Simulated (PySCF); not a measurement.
# C5H5F3Ge: core ionisation energies

C5H5F3Ge.
SMILES with atom numbers: `[F:1][C:2]([F:3])([F:4])[C:5]1=[CH:6][GeH2:7][CH:8]=[CH:9]1`

Method used: PySCF, delta-SCF UKS SCAN, pcX-2 on the ionised atom, pcseg-1 elsewhere, spin-free X2C. Each binding energy is the total energy of the core-ionised species, with the hole localised on one atom, minus that of the ground state; both are solved self-consistently, so orbital relaxation is included.

Q: What binding energy does each computed site have?

A: 
```tsv
atom(s)	bonded to	level	binding energy (eV)	above the level's lowest (eV)	count
F1/F3/F4	C	F 1s	693.92	0.00	3
C2	3 F and C	C 1s	298.06	+7.94	1
C5	C (double bond) and 2 C	C 1s	291.28	+1.16	1
C6	C (double bond), H and Ge	C 1s	290.23	+0.11	1
C8	C (double bond), H and Ge	C 1s	290.12	0.00	1
C9	C (double bond), C and H	C 1s	290.97	+0.85	1
```

The listed C 1s values span 7.94 eV, from C8 (bonded to C (double bond), H and Ge) to C2 (bonded to 3 F and C).

Q: Which photon wavelength matches the C 1s of C9 threshold?

A: λ = hc/E = 12398.42 eV Å / 290.97 eV = 42.611 Å.

Q: Give the binding energy of C 1s of C9 in hartree and in kJ/mol.

A: 290.97 eV = 10.6930 Eh = 28074 kJ/mol.

One atom of each set of topologically equivalent atoms was ionised and stands for the set; in this conformer not all members are related by symmetry, and their own values weren't computed. Spin contamination (⟨S²⟩ against 0.75 for a pure doublet) is marked for C 1s of C5 (0.90) and C 1s of C9 (0.89), which makes these values less certain. No level of germanium is listed. Isolated species at its PBE0-D3(BJ)/def2-SVP geometry, gas phase.

Conformer computed: `[F:1][C:2]([F:3])([F:4])[C:5]1=[CH:6][GeH2:7][CH:8]=[CH:9]1`: F1–C2–C5–C6 1°.
